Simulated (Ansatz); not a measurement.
Stepwise reaction of `[F][Ge]([SH])([SH])[SH]` with hydrogen fluoride, as a gas-phase model of exchange steps in deposition or etching. ΔE in kJ/mol; ΔG adds harmonic PBE0-D4 terms to CCSD(T)/CBS, at 1 bar.

Program: Ansatz. Geometries: PBE0-D4/def2-TZVP. ΔE: electronic, gas phase. CCSD(T)/CBS is the MP2 limit (def2-TZVPP, def2-QZVPP) plus CCSD(T) − MP2 in def2-TZVPP, frozen cores. This one scheme is used for every species. DFT in def2-TZVPP. B3LYP here is the variant with VWN-RPA as its local correlation; programs differ in this. For Ge outer-core shells are correlated without core-valence functions, which leaves a few kJ/mol of doubt a bond. Scalar relativity is left out up to krypton. Each species was taken in one conformer, which may not be the lowest.

```json
{"step": "1", "reaction": "`[F][Ge]([SH])([SH])[SH]` + H–F → `[F][Ge]([F])([SH])[SH]` + H₂S", "PBE-D4": "-6.4", "B3LYP-D4": "-14.3", "ωB97M-V": "-17.3", "CCSD(T)/CBS": "-8.6", "ΔG(400 K)": "-16.7"}
{"step": "3", "reaction": "`[F][Ge]([F])([F])[SH]` + H–F → `[F][Ge]([F])([F])[F]` + H₂S", "PBE-D4": "8.0", "B3LYP-D4": "-0.1", "ωB97M-V": "-3.0", "CCSD(T)/CBS": "2.5", "ΔG(400 K)": "5.3"}
```

**Question.** Give the row of step 2, `[F][Ge]([F])([SH])[SH]` + H–F → `[F][Ge]([F])([F])[SH]` + H₂S. (An estimate is asked.)

**Answer.** Ansatz gave: 
```json
{"step": "2", "reaction": "`[F][Ge]([F])([SH])[SH]` + H–F → `[F][Ge]([F])([F])[SH]` + H₂S", "PBE-D4": "-1.5", "B3LYP-D4": "-9.9", "ωB97M-V": "-12.7", "CCSD(T)/CBS": "-5.7", "ΔG(400 K)": "-15.4"}
```

**Question.** By hand: ΔE of the 3 steps together at CCSD(T)/CBS.

**Answer.** (-8.6) + (-5.7) + (2.5) = -11.8 kJ/mol, or -3.9 kJ/mol a step.

In ΔE each step is higher than the one before. ΔG lies between -16.7 and 5.3 kJ/mol a step. PBE-D4 differs from CCSD(T)/CBS by 2.2 to 5.5 kJ/mol a step. Isolated molecules leave out the surface, adducts and barriers. Largest T1 diagnostic: 0.012.
